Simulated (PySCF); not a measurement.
Structure problem from calculated spectra and properties.

Formula: C6H7F3Si.

- 13C NMR: chemical shifts (computed TMS as zero) by class: 165.5 (1 C), 155.5 (1 C), 139.6 (1 C), 134.5 (1 C), 128.4 (1 C), 25.5 (1 C) ppm [GIAO PBE/pcSseg-1]
- Dipole: 3.45 D [PBE0/def2-SVPD]
- UV, strongest line: among the 10 lowest singlet transitions: S8 at 7.19 eV (172 nm, f = 0.212) [TDDFT PBE0/def2-SVPD]
- Rotational structure: rotational constants A, B, C: 1.965, 0.760, 0.612 GHz [PBE0-D3(BJ)/def2-SVP]
- Polarisability: 97.7 au [PBE0/def2-SVPD]
- 1H NMR: chemical shifts (computed TMS as zero) by class: 7.08 (1 H), 6.00 (1 H), 4.89 (2 H), 2.19 (3 H) ppm [GIAO PBE/pcSseg-1]
- UV, first state: lowest singlet excitation: 4.38 eV (283 nm, f = 0.069) [TDDFT PBE0/def2-SVPD]
- NMR, other nuclei: isotropic shieldings of nuclei other than C and H, by class: 234 (3 F), 376 (1 Si) ppm [GIAO PBE/pcSseg-1]
- Triplet: lowest triplet excitation (Tamm–Dancoff): 2.68 eV [TDA PBE0/def2-SVPD]
- Valence photoelectron: vertical ionisation energy: 9.02 eV [ΔSCF PBE0/def2-SVPD]

Electronic properties: PySCF, gas phase, density fitting. Levels stand in brackets. Isolated species at its PBE0-D3(BJ)/def2-SVP geometry, gas phase. Each NMR value is the plain mean over a class of atoms that symmetry, rotation or inversion makes alike.

**Question.** What is the compound? Reason from the data.

**Answer.** Numbering: `[CH3:1][C:2]1=[CH:3][SiH2:4][C:5]([C:6]([F:7])([F:8])[F:9])=[CH:10]1`. Its formula, C6H7F3Si, gives 3 degrees of unsaturation: 1 ring and 2 π bonds in the structure found. 6 carbons fall into 6 classes; from least to most shielded: fully substituted alkene carbon [C2] (165.5 ppm), alkene CH carbon [C10] (155.5 ppm), fully substituted alkene carbon [C5] (139.6 ppm), CF3 carbon [C6] (134.5 ppm), alkene CH carbon [C3] (128.4 ppm), allylic carbon [C1] (25.5 ppm). Hydrogen classes from least to most shielded: 1 H on an alkene CH carbon, C10 (7.08 ppm), 1 H on an alkene CH carbon, C3 (6.00 ppm), 2 H on an SiH2 silicon, Si4 (4.89 ppm), 3 H on an allylic carbon, C1 (2.19 ppm). The other shieldings belong to: 234 ppm, fluorine of a CF3 group [F7/F8/F9]; 376 ppm, SiH2 silicon [Si4]. S1 is mainly HOMO→LUMO (weight 0.98); the largest Löwdin shares of the orbital it empties are 0.30 on an alkene CH carbon, 0.20 on each of 2 atoms of one kind (fully substituted alkene carbon) and 0.11 on an alkene CH carbon, of the orbital it fills 0.21 on an alkene CH carbon, 0.19 on a fully substituted alkene carbon, 0.16 on an alkene CH carbon and 0.15 on a fully substituted alkene carbon. The optimised geometry has point group Cs and is an asymmetric top. Structure: `CC1=C[SiH2]C(C(F)(F)F)=C1`. Computed isomers that give other values at the same levels: `FC(F)(F)CC1=CC=C[SiH2]1` (13C chemical shifts (computed TMS as zero) by class: 155.0 (1 C), 152.3 (1 C), 140.4 (1 C), 136.8 (1 C), 133.5 (1 C), 44.0 (1 C) ppm); `CC1=C(C(F)(F)F)C=C[SiH2]1` (13C chemical shifts (computed TMS as zero) by class: 156.4 (1 C), 149.1 (1 C), 148.3 (1 C), 133.7 (1 C), 127.0 (1 C), 16.7 (1 C) ppm); `C#C[Si@@H]1CC[C@@H]1C(F)(F)F` (13C chemical shifts (computed TMS as zero) by class: 139.7 (1 C), 105.1 (1 C), 84.2 (1 C), 37.5 (1 C), 24.4 (1 C), 15.7 (1 C) ppm). The assignments are read from this structure; whether some other isomer fits the data as well wasn't checked.

The values belong to the conformer `[CH3:1][C:2]1=[CH:3][SiH2:4][C:5]([C:6]([F:7])([F:8])[F:9])=[CH:10]1`: Si4–C5–C6–F7 -179°.
